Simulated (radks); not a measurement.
Values are calculated unless marked as measured or tabulated.
Spherical quantum dot in the effective-mass picture: electrons in a well V = -V0 / (1 + exp((r - R)/a)) with V0 = 4.86, R = 9.71, a = 0.64, with a point charge +2 (a donor) at the centre, all in effective atomic units (hartree* = m*/eps^2 hartree, bohr* = eps/m* bohr), one dielectric constant everywhere. Level of theory: non-relativistic Kohn-Sham, exchange-only LDA, spin-polarised, spherical densities (a radial shooting solver with Libxc functionals). Levels are named by radial order and angular momentum (1s, 1p, 1d, 2s, ...), and open shells are averaged over m. Results are scaled to m* = 0.13 and eps = 5, for which hartree* = 141.5 meV and bohr* = 2.035 nm.

N = 24, configuration 1s2 1p6 1d10 2s2 1f(up 4, down 0). This is the lowest configuration that the search found. Occupied and some empty levels:

| level | occupation | eigenvalue (meV) | <r> (nm) |
|---|---|---|---|
| 1s down | 1 | -290.57 | 2.010 |
| 1s up | 1 | -290.55 | 2.012 |
| 2s up | 1 | -257.26 | 13.57 |
| 1p up | 3 | -253.86 | 13.71 |
| 2s down | 1 | -253.79 | 13.48 |
| 1p down | 3 | -250.34 | 13.64 |
| 1d up | 5 | -247.08 | 13.97 |
| 1d down | 5 | -243.47 | 13.93 |
| 1f up | 4 | -237.47 | 14.23 |
| 1f down | 0 | -233.79 | 14.21 |
| 1g up | 0 | -225.27 | 14.47 |
| 1g down | 0 | -221.54 | 14.46 |
| 2p up | 0 | -206.79 | 9.945 |
| 2p down | 0 | -205.39 | 9.834 |
| 2d up | 0 | -190.91 | 11.29 |
| 2d down | 0 | -189.03 | 11.21 |

Energy (meV): total -11686.0, kinetic 935.16, external -17896, Hartree 5880.3, exchange-correlation -605.30.

Electron density:

| r (nm) | n(r) (e/nm^3) |
|---|---|
| 1.22 | 0.04356 |
| 2.57 | 0.005071 |
| 3.93 | 0.0007581 |
| 5.29 | 0.0001826 |
| 6.64 | 0.0001527 |
| 8.00 | 0.0002702 |
| 9.35 | 0.0005079 |
| 10.7 | 0.0008757 |
| 12.1 | 0.001314 |
| 13.4 | 0.001607 |
| 14.8 | 0.001455 |
| 16.1 | 0.0008537 |
| 17.5 | 0.0002758 |
| 18.8 | 0.00004249 |
| 20.2 | 3.048e-06 |
| 21.6 | 1.238e-07 |
| 22.9 | 3.671e-09 |
